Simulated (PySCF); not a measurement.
A run for PySCF: R-B3LYP/3-21G on CH4Sn (SMILES [CH3][SnH]), a point of a torsion scan.

```python
from pyscf import gto, scf, dft, mp
from pyscf.data.elements import chemcore

mol = gto.M(
    atom='''
    C    -0.64739354    0.03119781    0.01522701
    Sn    1.37741404    0.99564899   -0.18267461
    H    -0.76257707   -0.49197687    0.96363556
    H    -1.46150985    0.75218239   -0.07547195
    H    -0.78116046   -0.70961790   -0.77505759
    H     2.24131833   -0.42036976    0.57982064
    ''',
    basis='3-21g',
    charge=0, spin=0, verbose=3, max_memory=1800)
mf = dft.RKS(mol, xc='b3lyp')
mf.conv_tol = 1e-8
mf.max_cycle = 100
mf.kernel()
if not mf.converged:
    mf = mf.newton().run(mf.mo_coeff, mf.mo_occ)
```

The log:

```
converged SCF energy = -6039.10596252153
```

The calculation finished and met its thresholds.

Cost: around 7 core-seconds (rough).
